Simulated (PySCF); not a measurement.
# Electric field gradients and quadrupole coupling constants

SiCl3(SBu), C4H9Cl3SSi.
Cartesian coordinates in Å at the PBE0-D3(BJ)/def2-SVP level; atoms count from 1:
```xyz
18
C4H9Cl3SSi angstrom
C     -2.3115   -0.0698    1.0809
C     -1.3447    0.5032    0.0586
C     -0.4695   -0.5615   -0.5849
C      0.5311   -0.0454   -1.6039
S      1.6690    1.2777   -1.0168
Si     2.7311    0.2821    0.4992
Cl     4.4040    1.3897    0.8771
Cl     1.6962    0.0791    2.2649
Cl     3.2654   -1.6125   -0.0837
H     -2.9416    0.7162    1.5231
H     -1.7673   -0.5608    1.9035
H     -2.9813   -0.8204    0.6312
H     -0.6961    1.2525    0.5413
H     -1.8986    1.0444   -0.7289
H      0.0617   -1.1277    0.1997
H     -1.1032   -1.3036   -1.1030
H      1.1512   -0.8598   -2.0053
H      0.0226    0.4364   -2.4533
```

Field gradients from the PBE0/pcSseg-1 density (PySCF, non-relativistic), principal values in atomic units, ordered |Vxx| ≤ |Vyy| ≤ |Vzz|:

```tsv
atom	Vxx	Vyy	Vzz
S5	0.3133	1.9454	-2.2587
Cl7	-1.1390	-1.2760	2.4150
Cl8	-1.1546	-1.2325	2.3871
Cl9	-1.0952	-1.2624	2.3575
```

**Question.** Find the asymmetry η = (Vxx − Vyy)/Vzz and the couplings χ = eQV/h (234.96 MHz × Q in barn × V in au), with Q(33S) = −0.0678 b, Q(35Cl) = −0.0817 b.

**Answer.** 
```tsv
atom	environment	nucleus	η	χzz (MHz)	χxx (MHz)	χyy (MHz)
S5	sulfur bonded to C and Si	33S	0.72	35.98	-4.99	-30.99
Cl7	silicon-bound chlorine	35Cl	0.06	-46.36	21.86	24.50
Cl8	silicon-bound chlorine	35Cl	0.03	-45.82	22.16	23.66
Cl9	silicon-bound chlorine	35Cl	0.07	-45.26	21.02	24.23
```

The gradient is axial or nearly so (η below 0.05) at Cl8. 

**Question.** What is Vzz at Cl9 in SI units (1 au = 9.71736 × 10²¹ V/m²)?

**Answer.** 2.3575 au = 22.909 × 10²¹ V/m².

**Question.** What couplings would deuterons (Q(2H) = 0.00286 b) have in place of the hydrogens, at this geometry?

**Answer.** 
| atom | bonded to | bond length (Å) | Vzz (au) | η | χzz (kHz) |
| --- | --- | --- | --- | --- | --- |
| H10 | C1 | 1.100 | 0.2933 | 0.02 | 197 |
| H11 | C1 | 1.102 | 0.2891 | 0.02 | 194 |
| H12 | C1 | 1.102 | 0.2899 | 0.03 | 195 |
| H13 | C2 | 1.102 | 0.2807 | 0.03 | 189 |
| H14 | C2 | 1.104 | 0.2829 | 0.04 | 190 |
| H15 | C3 | 1.104 | 0.2786 | 0.04 | 187 |
| H16 | C3 | 1.105 | 0.2814 | 0.03 | 189 |
| H17 | C4 | 1.099 | 0.2842 | 0.04 | 191 |
| H18 | C4 | 1.101 | 0.2840 | 0.06 | 191 |

Isolated species at its PBE0-D3(BJ)/def2-SVP geometry (one conformer only). The basis is small and wasn't made for field gradients, so the couplings can be 20 % off.
